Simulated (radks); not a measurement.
The numbers below are computed, except where a source is named.
Task: All-electron atom: La+ in [Xe] 5d2 (the NIST ground configuration). Code: a radial shooting solver on a logarithmic mesh with Libxc functionals. Model: non-relativistic Kohn-Sham, XLYP, spin-polarised, spherical densities, point nucleus; open shells are filled with parallel spins first (spin-orbit coupling, left out, can overturn this in heavy ions); relativity is left out, which matters for an element this heavy. Some entries of the table are withheld. Estimate them.

orbital  occ.  eigenvalue (hartree)  r(max) (bohr)  <1/r> (bohr^-1)
1s down     1             -1357.350        0.01765            56.47
1s up       1             -1357.350        0.01765            56.47
2s up       1             -210.1432        0.09721            13.02
2s down     1             -210.1410        0.09721            13.02
2p up       3             -198.5485        0.07585            13.04
2p down     3             -198.5469        0.07585            13.04
3s up       1             -45.01120         0.2744            4.815
3s down     1             -45.01019         0.2744            4.815
3p up       3             -40.02439         0.2611            4.747
3p down     3             -40.02330         0.2612            4.747
3d up       5             -30.73502         0.2110            4.627
3d down     5             -30.73332         0.2110            4.627
4s up       1              -9.13217         0.6360            2.030
4s down     1              -9.12927         0.6361            2.029
4p up       3              -7.28888         0.6473            1.936
4p down     3              -7.28611         0.6474            1.936
4d up       5              -4.06732         0.6698            1.729
4d down     5              -4.06446         0.6699            1.729
5s up       1              -1.44663          1.474           0.8032
5s down     1              -1.42330          1.468           0.8087
5p up       3                   (1)            (2)           0.7068
5p down     3                   (3)            (4)           0.7120
5d up       2              -0.28319          2.204           0.4600
5d down     0              -0.25425          2.207           0.4502

Result: 
(1) 5p up eigenvalue (hartree): -0.95290
(2) 5p up r(max) (bohr): 1.616
(3) 5p down eigenvalue (hartree): -0.92462
(4) 5p down r(max) (bohr): 1.607
